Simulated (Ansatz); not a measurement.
Relaxation of H$_{3}$O$_{2}$Sn (6 atoms, charge 0, multiplicity 2), to a largest force component of 0.02 eV/Å in at most 50 steps.

These are results of Ansatz, UKS PBE0-D4/def2-SVP, not measurements.

```xyz
6
Properties=species:S:1:pos:R:3
O -1.346 -0.768 -0.238
Sn 0.330 0.220 -0.459
O 1.364 0.029 1.188
H -1.810 -0.522 -1.093
H -1.463 -0.981 0.722
H 1.468 -0.936 1.335
```

Q: Where does it end, and by what steps?

A: The forces met the threshold. After 12 steps the energy has fallen by 2.524 eV; O3 moved furthest, 0.81 Å.

```csv
step,energy less start (eV),largest force component (eV/Å),accepted
0,0.0000,4.648,yes
1,-1.2883,2.106,yes
2,-1.9341,1.179,yes
3,-2.0793,2.353,yes
4,-2.2896,1.167,yes
5,-2.3803,0.219,yes
6,-2.4035,0.254,yes
7,-2.4450,0.840,yes
8,-2.4799,1.133,yes
9,-2.5162,0.192,yes
10,-2.5232,0.085,yes
11,-2.5238,0.031,yes
12,-2.5241,0.010,yes
```

```xyz
6
Properties=species:S:1:pos:R:3
O -1.245 -0.949 -0.414
Sn 0.758 0.326 -0.862
O 0.590 -0.214 1.153
H -2.031 -0.392 -0.350
H -0.808 -0.905 0.487
H 1.278 -0.825 1.442
```

The run took 30 s on 2 threads of Arm Neoverse V1, on a shared host, peak memory 0.18 GiB.
